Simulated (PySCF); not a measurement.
## EuB: one state, many levels of theory

State: 2S+1 = 11, about 7.0 electrons in the 4f shell (Mulliken). Set-up: Eu x2c-SVPall, B x2c-SVPall; spin-free X2C with a Gaussian nucleus (PySCF 2.14). De refers to Eu (4f7 6s2) + B in their high-spin ground configurations, without counterpoise correction. The functionals are run spin-unrestricted. A positive dipole means Eu(−)B(+). Levels whose curve was spin-contaminated or gave no clean fit are not listed.

```json
{"Level": "UHF", "Re (Å)": "2.579", "ωe (cm⁻¹)": "384", "De (eV)": "n/a", "μ (D)": "-4.06"}
{"Level": "UHF-CCSD", "Re (Å)": "2.440", "ωe (cm⁻¹)": "420", "De (eV)": "0.70", "μ (D)": "n/a"}
{"Level": "UHF-CCSD(T)", "Re (Å)": "2.427", "ωe (cm⁻¹)": "432", "De (eV)": "0.77", "μ (D)": "n/a"}
{"Level": "PBE", "Re (Å)": "2.381", "ωe (cm⁻¹)": "451", "De (eV)": "1.75", "μ (D)": "-5.00"}
{"Level": "BP86", "Re (Å)": "2.388", "ωe (cm⁻¹)": "445", "De (eV)": "1.60", "μ (D)": "-4.87"}
{"Level": "r²SCAN", "Re (Å)": "2.374", "ωe (cm⁻¹)": "456", "De (eV)": "2.08", "μ (D)": "-5.34"}
{"Level": "PBE0", "Re (Å)": "2.394", "ωe (cm⁻¹)": "445", "De (eV)": "1.47", "μ (D)": "-5.58"}
{"Level": "r²SCAN0", "Re (Å)": "2.394", "ωe (cm⁻¹)": "440", "De (eV)": "1.66", "μ (D)": "-5.75"}
```

Question: Which functional lies closest to UHF-CCSD(T) in De, which farthest, and by how much do they differ from it?

Answer: Closest is PBE0 (-3.3 pm in Re, +3.0 % in ωe, +0.70 eV in De against UHF-CCSD(T) in the same basis), farthest r²SCAN (-5.3 pm in Re, +5.6 % in ωe, +1.31 eV in De). CCSD(T) converges more slowly with the basis than the functionals do and binds too weakly in this one, so the order can change at the basis-set limit.

Question: What does the step from GGA to meta-GGA do here, going from PBE to r²SCAN?

Answer: r²SCAN less PBE: -0.7 pm in Re, +1.1 % in ωe, +0.33 eV in De. 

Question: What does the triples do here, going from UHF-CCSD to UHF-CCSD(T)?

Answer: UHF-CCSD(T) less UHF-CCSD: -1.3 pm in Re, +2.9 % in ωe, +0.07 eV in De. Correlation nearly always deepens the well. The bond shortens, as in weak, metallic or heavy-atom bonds, where dispersion and the correlation of outer-core electrons pull the atoms together.

Correlated steps freeze 19 core orbitals. Correlated levels converge slowly with the basis: in double zeta they bind strong bonds too weakly, by up to about 1 eV, and carry superposition errors of some tenths. These are scalar-relativistic numbers at best; spin–orbit coupling would shift them, the dissociation energy most. The CCSD T1 diagnostic is raised, a sign that a single reference may not be enough here. With d or f electrons several states lie close, and the lowest PBE0 determinant need not be the measured ground state.

The whole job (state search and all levels along the bond) took about 25 min on 2 threads of Arm Neoverse V1 (shared host), peak memory 3.9 GiB.
